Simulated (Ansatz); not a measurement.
Born–Oppenheimer molecular dynamics of ClF2GeHO (6 atoms, charge 0, multiplicity 1). It goes on from the last frame of an earlier run, with new velocities.

Theory: RKS PBE/def2-SVP (Ansatz 0.2.0).

```
ensemble                      : NVE (velocity Verlet)
time step                     : 1 fs
steps asked                   : 150
starting velocities drawn for : 3000 K
seed                          : 933013
```

First frame:

```xyz
6
Properties=species:S:1:pos:R:3
Ge 0.033 -0.057 -0.005
Cl 0.188 -0.038 2.141
O 1.580 0.006 -0.831
H 2.111 -0.783 -0.598
F -0.928 1.278 -0.533
F -0.861 -1.448 -0.558
```

**Question.** How far do the bonds stretch over the last three quarters of this one trajectory? (Pairs bonded in most of those frames.)

**Answer.** 
| bond | mean (Å) | spread (Å) | shortest | longest |
| --- | --- | --- | --- | --- |
| Ge1–Cl2 | 2.173 | 0.061 | 2.08 | 2.27 |
| Ge1–O3 | 1.785 | 0.043 | 1.70 | 1.86 |
| Ge1–F5 | 1.753 | 0.077 | 1.64 | 1.88 |
| Ge1–F6 | 1.759 | 0.044 | 1.69 | 1.82 |
| O3–H4 | 0.993 | 0.056 | 0.91 | 1.08 |

Mean temperature of the second half: 1615 K. The conserved energy stayed within 3.6 meV per atom of its start (net change 1.7 meV per atom), so the integration is sound. Over the second half the temperature averaged 0.54 of the 3000 K drawn at the start: a run that starts near a minimum puts about half its kinetic energy into the potential. A run of 0.15 ps of so small a system gives no equilibrium averages.

Time of the run: 3.8 min on 2 threads of Intel(R) Xeon(R) Platinum 8375C CPU @ 2.90GHz (Ice Lake), with other jobs on the host, peak memory 0.15 GiB.
